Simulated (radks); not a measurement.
Exchange energies: the exact (Fock) value of the Kohn-Sham orbitals and density-functional approximations, in hartree. Species: Ca [Ar] 4s2; Xe3+ [Kr] 4d10 5s2 5p3; Ga+ [Ar] 3d10 4s2. Calculated with a radial shooting solver on a logarithmic mesh with Libxc functionals: non-relativistic Kohn-Sham, exchange-only LDA, spin-polarised, spherical densities, point nucleus. Every spin shell is full or empty, so the densities are truly spherical. Functionals are evaluated on that one density, not self-consistently.

| functional | Ca | Xe3+ | Ga+ |
|---|---|---|---|
| exact | -35.0987 | -178.013 | -73.0515 |
| LDA | -32.523 | -169.61 | -68.950 |
| PBE | -34.935 | -177.25 | -72.966 |
| PBEsol | -33.963 | -174.07 | -71.317 |
| RPBE | -35.098 | -177.58 | -73.179 |
| PW91 | -35.086 | -178.00 | -73.285 |
| WC | -34.609 | -176.52 | -72.507 |
| AM05 | -32.810 | -170.17 | -69.324 |
| G96 | -35.149 | -178.65 | -73.488 |
| APBE | -35.314 | -178.53 | -73.618 |
| TPSS | -35.164 | -177.45 | -73.230 |
| revTPSS | -34.910 | -176.36 | -72.691 |
| MS2 | -35.103 | -176.93 | -72.958 |
| Tao-Mo | -35.023 | -176.55 | -72.807 |
| MVS | -35.025 | -178.12 | -73.189 |
